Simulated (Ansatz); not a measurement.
`[SiH3][GeH2][GaH2]` + `[OH][SbH2]` → `[GaH2][O][SbH2]` + `[SiH3][GeH3]` at 500 K and 1 bar (cleavage of the Ga–Ge bond).

Calculated with Ansatz (gas phase, PBE0-D4/def2-TZVP geometries, no zero-point term in ΔE). CBS: MP2 limit from def2 TZ/QZ plus the TZ coupled-cluster correction, frozen cores. Elements past krypton have def2 core potentials. For Ga, Ge, Sb outer-core shells are correlated without core-valence functions, which leaves a few kJ/mol of doubt a bond. Scalar relativity is left out up to krypton.

```json
{"species": "`[SiH3][GeH2][GaH2]`", "CCSD(T)/CBS energy (Eh)": "-4293.32361", "H − E (kJ/mol)": "192.0", "S (J/(mol·K))": "451.9"}
{"species": "`[OH][SbH2]`", "CCSD(T)/CBS energy (Eh)": "-316.98030", "H − E (kJ/mol)": "96.1", "S (J/(mol·K))": "310.6"}
{"species": "`[GaH2][O][SbH2]`", "CCSD(T)/CBS energy (Eh)": "-2241.53579", "H − E (kJ/mol)": "119.2", "S (J/(mol·K))": "400.4"}
{"species": "`[SiH3][GeH3]`", "CCSD(T)/CBS energy (Eh)": "-2368.78170", "H − E (kJ/mol)": "160.7", "S (J/(mol·K))": "342.8"}
```

H − E and S are ideal-gas, rigid-rotor, harmonic terms from PBE0-D4/def2-TZVP, for one conformer and one mirror image of each species. 1 Eh = 2625.50 kJ/mol, R = 8.31446 J/(mol·K).

Problem. By hand: ΔE, ΔH, ΔS and ΔG.

Solution. ΔE = (-2241.53579) + (-2368.78170) − (-4293.32361) − (-316.98030) = -0.01358 Eh = -35.7 kJ/mol. Δ(H − E) = 119.2 + 160.7 − 192.0 − 96.1 = -8.2, so ΔH = -43.9 kJ/mol. ΔS = 400.4 + 342.8 − 451.9 − 310.6 = -19.3 J/(mol·K). ΔG = -43.9 − 500 × (-19.3)/1000 = -34.2 kJ/mol.

Problem. By hand: the equilibrium constant, and the temperature at which ΔG would vanish if ΔH and ΔS stayed fixed.

Solution. log₁₀ K = −ΔG/(RT ln 10) = 3.6. ΔG = 0 at ΔH/ΔS = 2275 K, though so small a ΔS makes that figure unsure.

ΔH outweighs TΔS. A doubt of 5 kJ/mol in ΔE shifts log₁₀ K by 0.5 here. Other conformers and mirror images would add mixing entropy, several J/(mol·K) or more a flexible species. Modes under 60 cm⁻¹, often nearly free rotors, make the harmonic entropy too high. These are equilibria of isolated gas molecules and say nothing of rates. Largest T1 diagnostic: 0.016 (customary marks: 0.02 for closed shells, 0.045 for open ones).
